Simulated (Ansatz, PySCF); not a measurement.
C3H8FNSi, SMILES C/N=C/[C@H](F)[SiH3]. Atoms are numbered in the order given.

```xyz
14

C      2.6548     1.1390     0.1480
N      1.2881     0.7002     0.2861
C      0.8923    -0.3288    -0.3358
C     -0.5124    -0.8294    -0.1678
F     -0.9870    -1.2676    -1.4091
Si    -1.6947     0.5065     0.5438
H      3.2560     0.5221    -0.5495
H      3.1432     1.1321     1.1368
H      2.6668     2.1858    -0.1981
H      1.5391    -0.9142    -1.0243
H     -0.4964    -1.7111     0.5040
H     -1.3786     0.7923     1.9685
H     -3.0720    -0.0614     0.4630
H     -1.6233     1.7376    -0.2855
```

Geometry: B3LYP-D3(BJ)/def2-SVP. The structure was generated by enumeration; whether it is a known compound was not checked. The values are those of a single conformer.

Two levels are set side by side: PBE-D3(BJ)/def2-SVP (Ansatz, an electronic-structure program) and B3LYP-D3(BJ)/def2-SVP (Ansatz). Each level has its own optimised geometry; the coordinates shown are those of the second. Frequencies come from the Hessian of PySCF at each geometry. Differences are taken from unrounded values.

| quantity | B3LYP-D3(BJ) | PBE-D3(BJ) | PBE-D3(BJ) minus B3LYP-D3(BJ) |
|---|---|---|---|
| mean bond length (Å) | 1.348 | 1.357 | 0.008 |
| bond C1–N2 (Å) | 1.442 | 1.442 | 0.000 |
| bond N2–C3 (Å) | 1.266 | 1.276 | 0.011 |
| bond C3–C4 (Å) | 1.501 | 1.502 | 0.001 |
| bond C4–F5 (Å) | 1.399 | 1.403 | 0.004 |
| bond C4–Si6 (Å) | 1.921 | 1.929 | 0.009 |
| bond C1–H7 (Å) | 1.108 | 1.117 | 0.009 |
| bond C1–H8 (Å) | 1.103 | 1.111 | 0.008 |
| bond C1–H9 (Å) | 1.103 | 1.111 | 0.008 |
| bond C3–H10 (Å) | 1.111 | 1.121 | 0.010 |
| bond C4–H11 (Å) | 1.109 | 1.118 | 0.010 |
| bond Si6–H12 (Å) | 1.487 | 1.500 | 0.013 |
| bond Si6–H13 (Å) | 1.492 | 1.505 | 0.013 |
| bond Si6–H14 (Å) | 1.486 | 1.499 | 0.013 |
| highest harmonic wavenumber (cm⁻¹) | 3097 | 3037 | -60 |
| mean harmonic wavenumber (cm⁻¹) | 1263 | 1225 | -39 |
| zero-point energy (kcal/mol) | 65.02 | 63.03 | -1.99 |

Exact exchange shortens and stiffens bonds; PBE has none. Differences between two approximate levels are no errors against the true value.
